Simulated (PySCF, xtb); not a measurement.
Bi(H)2(Et) (C2H7Bi), SMILES C[CH2][BiH2].

GFN2-xTB (xtb) at its own geometry gives an orbital gap of 6.69 eV and a dipole moment of 2.20 D.

The structure is a stationary point at PBE0-D3(BJ)/def2-SVP. The def2 effective core potentials stand for the cores of Bi; spin–orbit coupling is left out.

What does r2SCAN/def2-TZVPD run with PySCF give? (The exact figures need the calculation; the answer reports its results.)

gap 5.38 eV (levels -6.17 and -0.79 eV), dipole 1.02 D.
